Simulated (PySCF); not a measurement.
# [C4H6ClNSi]+: g tensor and hyperfine couplings

Compound: C₄H₆ClNSi (charge +1 and doublet state).
Geometry (GFN2-xTB, Å), atoms numbered from 1 in this order:
```
atom  x, y, z in Å
C1    -0.4497    1.5668    0.1025
C2    -0.4700    0.0981    0.0344
C3    -1.2940   -0.6680    0.8038
Cl4   -2.5666   -0.0554    1.7201
Si5    0.7520   -0.7843   -1.1640
C6     2.0667   -1.0875    0.1707
N7     2.8922   -1.2816    0.9307
H8    -0.9997    1.9537    0.9565
H9    -0.8696    1.9767   -0.8207
H10    0.5744    1.9459    0.1373
H11   -1.2021   -1.7473    0.8275
H12    1.2998    0.1690   -2.1203
H13    0.2624   -2.0857   -1.5962
```

The hyperfine couplings belong to this conformer and change with its torsions.

Identity: `[SiH2](C#N)[C+]([CH]Cl)C` [radical] (charge +1).

Method used: UKS B3LYP, pcH-1 on C Cl H N Si, non-relativistic, mean-field spin-orbit, GIAO (PySCF). One conformer (not necessarily the lowest) at the GFN2-xTB geometry, without solvent, vibrations or thermal averaging. A GFN2-xTB geometry isn't a minimum of the functional, and hyperfine couplings can be far from their values at a DFT geometry, by a factor of two or more for some ions and for spin on atoms past the first row. Stability of the SCF solution: not tested.

```
g1, g2, g3                      : 2.00222, 2.00931, 2.02320
g_iso                           : 2.01158
Form of g                       : rhombic: the two nearest values differ by 34 % of g3 − g1
⟨S²⟩                            : 0.7531 (exact 0.7500)
HOMO–LUMO gap, α and β orbitals : 5.94, 2.46 eV
```

Isotropic coupling and dipolar principal values T1 to T3, in MHz:

```
atom  isotope  a_iso  of which spin–orbit     T1     T2    T3  Mulliken spin population
  C1      13C  -12.5                  0.0   -4.4   -2.5   6.9                     -0.01
  C2      13C   26.2                 -0.5  -34.8  -31.1  65.9                      0.38
  C3      13C   16.4                  0.8  -30.3  -26.8  57.2                      0.28
 Cl4     35Cl   13.0                  2.3  -49.3  -47.0  96.3                      0.24
 Si5     29Si    8.9                  0.0   -1.2    0.0   1.2                     -0.01
  C6      13C   29.0                  0.0   -5.2   -4.2   9.5                      0.02
  N7      14N    0.9                  0.0   -3.0   -2.9   5.9                      0.06
  H8       1H   -2.2                  0.0   -3.3   -0.8   4.1                      0.00
  H9       1H  104.4                  0.0   -4.5   -2.1   6.6                      0.04
 H10       1H   69.2                  0.0   -4.4   -3.4   7.8                      0.03
 H11       1H  -18.9                  0.1  -13.0   -5.0  18.1                     -0.01
 H12       1H   -3.5                  0.0   -1.7   -1.3   3.0                      0.00
 H13       1H    4.7                  0.0   -2.0   -1.6   3.6                      0.00
```

The Mulliken spin populations are largest on C2 (+0.38), C3 (+0.28) and Cl4 (+0.24). Three atoms exceed +0.15.

C3, the radical centre as drawn in `C[C+]([CH]Cl)[SiH2]C#N`, holds a spin population of +0.28 out of 1.

Axes: g3 points within 8° of the C3–Cl4 bond.

Under fast tumbling the dipolar parts average out, and these isotropic splittings remain: 3 × 1H (H8/H9/H10, I = 1/2, 4 lines) with 2.03 mT, 1 × 1H (H11, I = 1/2, 2 lines) with 0.67 mT, 1 × 35Cl (Cl4, I = 3/2, 4 lines) with 0.46 mT and 1 × 14N (N7, I = 1, 3 lines) with 0.03 mT.

Nuclei that the bonding pattern makes equivalent are averaged, as if the motion that swaps them (rotation, inversion, ring flip) were fast. The three 1H nuclei of mean +57.1 MHz run from -2.2 to 104.4 MHz in the frozen geometry.

Main isotope only: 35Cl (natural samples also hold 24 % 37Cl, magnetic too, which adds its own pattern).

The 29Si coupling of Si5 (8.9 MHz) shows only in satellite lines or after enrichment, since that isotope makes up about 4.7 % of natural silicon.

The 13C coupling of C6 (29.0 MHz) shows only in satellite lines or after enrichment, since that isotope makes up about 1.07 % of natural carbon.

β density exceeds α density at some nuclei, such as C1 (-0.0111), Si5 (-0.0100) and H11 (-0.0042), spin density in bohr⁻³. In a single determinant that takes different orbitals for the two spins, that is spin polarisation.

Hardware: one thread of an Arm Neoverse V1, no GPU, shared host with 32 logical CPUs at a one-minute load of 29. Cost: 83 s (with the writing of density and orbital grids), 0.91 GiB resident at most.
